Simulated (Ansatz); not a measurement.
Input for Ansatz (development build ahead of 0.2.0):

```yaml
crystal:
  periodic: [false, false, false]
  atoms:
    - { symbol: C, position_ang: [1.4, 0.0, 0.0] }
    - { symbol: C, position_ang: [0.7, 1.21244, 0.0] }
    - { symbol: C, position_ang: [-0.7, 1.21244, 0.0] }
    - { symbol: C, position_ang: [-1.4, 0.0, 0.0] }
    - { symbol: C, position_ang: [-0.7, -1.21244, 0.0] }
    - { symbol: C, position_ang: [0.7, -1.21244, 0.0] }
    - { symbol: O, position_ang: [2.65, 0.0, 0.0] }
    - { symbol: H, position_ang: [1.2425, 2.15207, 0.0] }
    - { symbol: H, position_ang: [-1.2425, 2.15207, 0.0] }
    - { symbol: H, position_ang: [-2.485, 0.0, 0.0] }
    - { symbol: H, position_ang: [-1.2425, -2.15207, 0.0] }
    - { symbol: H, position_ang: [1.2425, -2.15207, 0.0] }
basis:
  gaussian: { orbitals: def2-SVP }
magnetization:
  spin_polarized: true
  initial_magnetization: 1
hamiltonian:
  xc: pbe0
```

The input is written out in the form of the current development build from the run's settings.

Output:

* Converged: yes
* Total energy: -306.24432 hartree
* Spin squared of the determinant: 0.806
* Stability test: minimum
